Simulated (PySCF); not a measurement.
Work out the structure from these simulated measurements.

Elements present: C, H and Si. Monoisotopic mass: 116.0478 u.

| Property | Result |
| --- | --- |
| 13C NMR | chemical shifts (computed TMS as zero) by class: 37.7 (1 C), 28.6 (1 C), 14.5 (1 C), 7.9 (1 C) ppm [GIAO B3LYP/pcSseg-1] |
| NMR, other nuclei | isotropic shieldings of nuclei other than C and H, by class: 361 (1 Si), 406 (1 Si) ppm [GIAO B3LYP/pcSseg-1] |
| UV, strongest line | among the 10 lowest singlet transitions: S3 at 7.61 eV (163 nm, f = 0.074) [TDDFT wB97X-D/def2-SVPD] |
| 1H NMR | chemical shifts (computed TMS as zero) by class: 4.89 (1 H), 4.38 (1 H), 3.67 (3 H), 2.65 (1 H), 1.81 (1 H), 1.43 (1 H), 1.04 (1 H), 1.03 (1 H), 0.93 (1 H), 0.67 (1 H) ppm [GIAO B3LYP/pcSseg-1] |
| Dipole | 1.06 D [wB97X-D/def2-SVPD] |
| Triplet | lowest triplet excitation (Tamm–Dancoff): 6.52 eV [TDA wB97X-D/def2-SVPD] |
| UV, first state | lowest singlet excitation: 6.92 eV (179 nm, f = 0.025) [TDDFT wB97X-D/def2-SVPD] |
| Rotational structure | rotational constants A, B, C: 4.746, 1.218, 1.036 GHz [PBE0-D3(BJ)/def2-SVP] |
| Polarisability | 101.0 au [wB97X-D/def2-SVPD] |

Gas-phase values; electronic properties from PySCF, density fitting. Levels stand in brackets. Isolated species at its PBE0-D3(BJ)/def2-SVP geometry (one conformer only). NMR values are class means; diastereotopic atoms form classes of their own.

Question: Which formula fits the mass and the elements?

Answer: C4H12Si2 (calculated 116.0478). No other formula that holds each of these elements comes within 0.0003 u with a fitting electron parity and a possible valence count.

Question: Give a SMILES that accounts for the data.

Answer: Numbering: `[SiH3:1][CH2:2][C@@H:3]1[CH2:4][CH2:5][SiH2:6]1`. Its formula, C4H12Si2, gives 1 degree of unsaturation: 1 ring and 0 π bonds in the structure found. 4 carbons fall into 4 classes; from least to most shielded: four-membered-ring carbon [C4] (37.7 ppm), ring sp3 carbon bound to silicon [C3] (28.6 ppm), chain sp3 carbon bound to silicon [C2] (14.5 ppm), ring sp3 carbon bound to silicon [C5] (7.9 ppm). Hydrogen classes from least to most shielded: 1 H on an SiH2 silicon, Si6 (4.89 ppm), 1 H on an SiH2 silicon, Si6 (4.38 ppm), 3 H on an SiH3 silicon, Si1 (3.67 ppm), 1 H on a four-membered-ring carbon, C4 (2.65 ppm), 1 H on a four-membered-ring carbon, C4 (1.81 ppm), 1 H on an sp3 carbon bound to silicon, C3 (1.43 ppm), 1 H on an sp3 carbon bound to silicon, C5 (1.04 ppm), 1 H on an sp3 carbon bound to silicon, C2 (1.03 ppm), 1 H on an sp3 carbon bound to silicon, C5 (0.93 ppm), 1 H on an sp3 carbon bound to silicon, C2 (0.67 ppm). The other shieldings belong to: 361 ppm, SiH2 silicon [Si6]; 406 ppm, SiH3 silicon [Si1]. The optimised geometry has point group C1 and is an asymmetric top. Structure: `[SiH3]C[C@@H]1CC[SiH2]1`. Computed isomers that give other values at the same levels: `C[Si@@H]1CCC[SiH2]1` (rotational constant A: 3.102 GHz; this holds for the one conformer computed); `C=C[SiH2]CC[SiH3]` (rotational constant A: 7.745 GHz; this holds for the one conformer computed); `CC1C[SiH2][SiH2]C1` (rotational constant A: 3.175 GHz; this holds for the one conformer computed). The assignments are read from this structure; whether some other isomer fits the data as well wasn't checked. The mirror image fits equally.

Conformer computed: `[SiH3:1][CH2:2][C@@H:3]1[CH2:4][CH2:5][SiH2:6]1`: Si1–C2–C3–C4 175°.
